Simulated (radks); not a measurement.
Ni1.9+, 26.1 electrons, occupied as 1s(up 1, down 0.1) 2s2 2p6 3s2 3p6 3d9 (fractional occupations, a model configuration). All-electron calculation, scalar-relativistic Kohn-Sham, PBE, spin-polarised, spherical densities, point nucleus; open shells are filled with parallel spins first. Program: a radial shooting solver on a logarithmic mesh with Libxc functionals.

Local quantities along the radius. ELF = 1/(1 + alpha^2) is the electron localisation function; alpha = (tau - tau_W)/tau_unif compares the Pauli kinetic energy density with that of the uniform gas (summed over spins). tau is taken from the large components.

r (bohr),ELF,alpha
0.002015,0.999,0.03437
0.002562,0.999,0.03486
0.003283,0.999,0.03602
0.004173,0.999,0.03794
0.005305,0.998,0.04090
0.006744,0.998,0.04532
0.008573,0.997,0.05192
0.01099,0.996,0.06239
0.01397,0.994,0.07850
0.01775,0.989,0.1052
0.02257,0.977,0.1524
0.02892,0.943,0.2456
0.03677,0.845,0.4277
0.04674,0.617,0.7884
0.05942,0.347,1.371
0.07554,0.240,1.778
0.0968,0.339,1.397
0.1231,0.595,0.8254
0.1564,0.777,0.5362
0.1989,0.805,0.4916
0.2548,0.613,0.7953
0.324,0.249,1.736
0.4118,0.266,1.663
0.5236,0.607,0.8052
0.6656,0.766,0.5532
0.8529,0.738,0.5951
1.084,0.571,0.8664
1.378,0.307,1.502
1.752,0.119,2.720
2.245,0.037,5.081
2.854,0.009,10.56
3.629,0.001,28.88

On this mesh the ELF has minima near r = 0.076, 0.37 bohr, which separate the shells, and maxima near 0.18 (0.81), 0.76 (0.77).
